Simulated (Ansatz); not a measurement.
C₄H₃F₇, SMILES `FC(F)C(F)C(F)(F)C(F)F`, relaxed with RKS PBE-D4/def2-SVP in Ansatz 0.2.0 from a rough embedded geometry. The force threshold is 0.03 eV/Å; the program also tests the step.

The species carries charge 0 and has multiplicity 1.

Start:

```xyz
14

F     2.548    1.111    0.267
C     1.302    0.991   -0.125
F     0.623    1.630    0.841
C     0.854   -0.398   -0.234
F     1.591   -1.027   -1.214
C    -0.591   -0.605   -0.482
F    -0.935    0.066   -1.635
F    -0.868   -1.894   -0.720
C    -1.511   -0.134    0.638
F    -2.797   -0.491    0.446
F    -1.123   -0.693    1.842
H     1.169    1.518   -1.103
H     1.220   -1.020    0.714
H    -1.480    0.946    0.766
```

| step | energy (eV) | largest force (eV/Å) | largest move (Å) |
| --- | --- | --- | --- |
| 1 | -23173.6560 | 4.767 | 0.000 |
| 2 | -23174.1081 | 1.920 | 0.097 |
| 3 | -23174.1572 | 0.553 | 0.189 |
| 4 | -23174.1826 | 0.097 | 0.096 |
| 5 | -23174.1845 | 0.062 | 0.014 |
| 6 | -23174.1855 | 0.028 | 0.025 |

End:

```xyz
14

F     2.670    1.057    0.197
C     1.362    1.022   -0.158
F     0.641    1.715    0.783
C     0.887   -0.432   -0.188
F     1.583   -1.066   -1.192
C    -0.618   -0.585   -0.475
F    -0.954    0.177   -1.567
F    -0.858   -1.886   -0.779
C    -1.558   -0.169    0.682
F    -2.808   -0.607    0.403
F    -1.125   -0.762    1.833
H     1.234    1.513   -1.148
H     1.114   -0.910    0.790
H    -1.570    0.934    0.817
```

It took 13 s on 4 threads of an AMD EPYC 7R13 on a shared host, with 0.29 GiB of host memory at the peak.
